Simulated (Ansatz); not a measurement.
Computed with Ansatz on PBE0-D4/def2-TZVP structures; ΔE is electronic, products minus reactants. CCSD(T)/CBS adds triple-zeta CCSD(T) − MP2 to the extrapolated MP2 energy (def2 sets, frozen cores). DFT in def2-TZVPP. def2 core potentials past Kr. For Cr, Sn outer-core shells are correlated without core-valence functions, which leaves a few kJ/mol of doubt a bond. Scalar relativity is left out up to krypton. Each species was taken in one conformer, which may not be the lowest.

Consider the redistribution: `[NH2][Cr](=[O])(=[O])[Cl]` + `N[SiH2][SnH3]` → `[NH2][Cr]([NH2])(=[O])=[O]` + `Cl[SiH2][SnH3]`.

`[NH2][Cr](=[O])(=[O])[Cl]`:

Z-matrix (Å, degrees):
```
Cr
O 1 1.544
O 1 1.544 2 112.4
N 1 1.773 2 108.4 3 119.7
Cl 1 2.137 2 109.0 3 -121.0
H 4 1.010 1 122.5 2 21.8
H 4 1.010 1 122.5 2 -144.0
```

`N[SiH2][SnH3]`:

Z-matrix (Å, degrees):
```
Si
Sn 1 2.563
N 1 1.724 2 108.1
H 1 1.496 2 108.4 3 -126.1
H 1 1.487 2 110.6 3 117.4
H 2 1.709 1 111.7 3 167.6
H 2 1.712 1 110.3 3 48.2
H 2 1.708 1 111.9 3 -71.3
H 3 1.008 1 119.5 2 167.3
H 3 1.007 1 119.8 2 -50.1
```

`[NH2][Cr]([NH2])(=[O])=[O]`:

Cartesian coordinates in Å:
```
N 1.295 0.749 0.407
Cr 0.134 -0.557 -0.026
N -1.502 0.111 -0.368
O 0.648 -1.231 -1.325
O 0.010 -1.501 1.199
H 1.539 0.952 1.364
H 1.950 1.125 -0.260
H -2.242 0.089 0.316
H -1.832 0.263 -1.308
```

`Cl[SiH2][SnH3]`:

```xyz
8

Cl    1.067   -1.937   -1.569
Si    1.089   -0.079   -0.669
Sn   -1.049    0.218    0.714
H     2.306   -0.005    0.178
H     1.194    0.939   -1.745
H    -1.144   -0.996    1.907
H    -1.046    1.744    1.481
H    -2.417    0.115   -0.298
```

```
           level  ΔE (kcal/mol)
     LDA (SPW92)            2.6
          B97M-V            4.2
        BHLYP-D4            3.0
        PBE-QIDH            7.1
       CAM-B3LYP            2.9
     HF/def2-SVP            1.9
CCSD(T)/def2-SVP            6.0
 CCSD/def2-TZVPP            3.8
```

(1) What does CCSD(T)/CBS give? (Estimate.)

Largest T1 diagnostic among the species: 0.035, so the coupled-cluster value is less sure than usual.

Results:

(1) Computed: +3.0 kcal/mol. The listed levels differ from it by -0.4, 1.2, 0.0, 4.1, -0.1, -1.1, 3.0, 0.8 kcal/mol.

Leaving LDA and LC-ωPBE aside and taking each functional with its dispersion term where it has one, the values, not all of them listed here, spread over 4.6 kcal/mol, from PBE0-D4 to B2PLYP. In def2-TZVPP, CCSD(T) changes the Hartree–Fock value by +2.2 kcal/mol (the triples alone add +0.5 kcal/mol) and MP2 by +11.9 kcal/mol.
